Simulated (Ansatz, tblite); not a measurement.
Forces on the cluster Na₃Br₄ at its r2SCAN-D4/def2-SVP geometry. Total charge 0; doublet.

The xTB rows come from tblite. In the doublet, Br4 and Br6 lie 2.96 Å apart (atoms count from 1), so these atoms are partly bonded to each other. Another isomer (doublet) lies 0.05 eV lower at PBE0-D4/def2-TZVP; other spin states weren't run for this one.

GFN1-xTB (tblite), largest force 0.30 eV/Å:

```xyz
7
positions Å, forces eV/Å
Na    2.059   -1.154   -0.421   -0.242   -0.043   -0.039
Na   -2.149    0.048   -1.061    0.184   -0.166    0.025
Na    0.145    1.346    1.572   -0.008   -0.077   -0.083
Br   -0.598   -1.797    0.557    0.025    0.205    0.221
Br    2.766    0.806    1.217   -0.126   -0.020   -0.024
Br   -0.061   -1.459   -2.334    0.069    0.183   -0.108
Br   -2.162    2.211    0.471    0.097   -0.082    0.009
```

GFN2-xTB (tblite), largest force 0.55 eV/Å:

```
Na 0.039 -0.148 -0.075
Na -0.088 -0.112 -0.094
Na 0.032 0.193 0.161
Br -0.051 0.106 0.538
Br -0.150 -0.072 -0.044
Br 0.123 0.175 -0.479
Br 0.096 -0.142 -0.007
```

PBE-D4/def2-TZVP (Ansatz), largest force 0.05 eV/Å:

```
Na -0.011 -0.002 -0.016
Na 0.012 -0.010 -0.012
Na 0.001 -0.006 -0.004
Br -0.010 -0.027 0.018
Br 0.043 0.019 0.025
Br -0.001 -0.015 -0.024
Br -0.033 0.041 0.013
```
